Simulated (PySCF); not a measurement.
**Two-dimensional NMR puzzle**

Compound of formula C₄H₇B. Correlations simulated from computed shifts and couplings:

HSQC (one-bond C–H):
```csv
δH,δC,"$^{1}J$(C,H) (Hz)"
7.82,143.7,166
7.27,169.7,156
7.03,143.1,150
5.95,136.5,172
5.89,136.5,166
```

COSY cross peaks (|J| ≥ 2 Hz):
```csv
δH,δH,abs. J (Hz),bonds
7.82,7.27,12.4,3
7.82,5.95,11.2,3
7.82,5.89,18.3,3
7.27,7.03,13.9,3
7.03,6.99,8.7,3
```

HMBC (two and three bonds, |J| ≥ 2.5 Hz):
```csv
δH,δC [abs. J in Hz]
7.82,"169.7 [4.6], 143.1 [3.3]"
7.27,"143.7 [5.0], 136.5 [6.5]"
7.03,"169.7 [3.1], 143.7 [12.0]"
6.99,"169.7 [5.3], 143.1 [4.9]"
5.95,169.7 [14.1]
5.89,"169.7 [9.6], 143.7 [2.6]"
```

Relativity neglected, fast rotation and ring inversion assumed for equivalent nuclei, a single conformation, isolated molecule. Geometry: PBE0-D3(BJ)/def2-SVP; PBE0/pcSseg-1 with gauge-including orbitals; J couplings at B3LYP/pcJ-1 (spin–dipole term only in couplings to heteroatoms); PySCF 2.14.

Referencing at the same level of theory: $^{1}$H (31.27 ppm), $^{13}$C (184.41 ppm) vs TMS.

Exchangeable hydrogens are left out of these lists, and C,H couplings along chains are those of one rotamer, so weak HMBC peaks may be missing or extra.

Assemble the structure.

## Answers

SMILES C(/C=C\B)=C.

Numbering as in the mapped SMILES `[BH2:1]/[CH:2]=[CH:3]\[CH:4]=[CH2:5]`. Each H is labelled by its parent atom. Ha(C5) is cis to C3; Hb(C5) is trans to C3.

- δC 169.7 is C3, an alkene CH (δH 7.27).
- δC 143.7 is C4, an alkene CH (δH 7.82).
- δC 143.1 is C2, an alkene CH (δH 7.03).
- δC 136.5 is C5, a terminal =CH2 carbon (δH 5.89, 5.95).
- COSY links 7.82–7.27, 7.82–5.95, 7.82–5.89, 7.27–7.03, 7.03–6.99.

Hydrogens on boron are broadened and split by $^{11}$B (spin 3/2, 80 %) and 10B (spin 3). A carbon bonded to boron is broadened by the quadrupolar boron nucleus and is often missing from a measured spectrum. Unscaled 3J(H,H) at this level run about 10 % above measured values. Shifts are as computed. Against solution values, carbons near 30 ppm lie about +2 ppm off and those near 130 ppm about +5 ppm. Of 1211 compounds with measured shifts, 218 miss one by over three times the rms of a fit or turn the order of signals round; such compounds aren't used in these exercises.
